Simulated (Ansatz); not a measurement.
FH2OPSi. The species carries charge 0 and has multiplicity 1. The bonds changed during the relaxation, so this is another structure than the one it started from.

```xyz
6

F     0.091    0.124   -2.157
Si   -1.333   -0.048   -1.411
O    -0.872   -0.314    0.135
P     0.498   -0.539    1.046
H     0.221    0.448    2.033
H     1.394    0.327    0.355
```

Task: What are the harmonic wavenumbers in cm⁻¹ at PBE0-D4/def2-TZVP (Ansatz, finite differences of forces, unscaled)? (Estimate.)

Result: Computed: 76, 107, 158, 376, 599, 823, 908, 944, 1044, 1118, 2368, 2383.

Task: Is this a minimum?

Result: Yes, all 12 modes are real.

Task: Give the ideal-gas thermochemistry at 298.15 K and 1 bar (rigid rotor, harmonic oscillator; point group C1, symmetry number 1).

Result: Zero-point energy 65.2 kJ/mol; H(298) − E = 82.6 kJ/mol; entropy 324.4 J/(mol·K), of which translation 165.8, rotation 108.5, vibration 50.1; G(298) − E = -14.1 kJ/mol. Modes under 100 cm⁻¹ are hindered rotations or soft bends, so the harmonic entropy is rough.

Task: And at 400, 500, 600, 800 and 1000 K?

Result: 
| T (K) | H − E (kJ/mol) | S (J/mol/K) | G − E (kJ/mol) |
| --- | --- | --- | --- |
| 400 | 91.0 | 348.6 | -48.4 |
| 500 | 100.2 | 369.0 | -84.3 |
| 600 | 110.1 | 387.0 | -122.1 |
| 800 | 131.4 | 417.6 | -202.7 |
| 1000 | 154.1 | 442.9 | -288.8 |

Task: Rotational constants (cm⁻¹)?

Result: 0.3935, 0.08883, 0.07358.
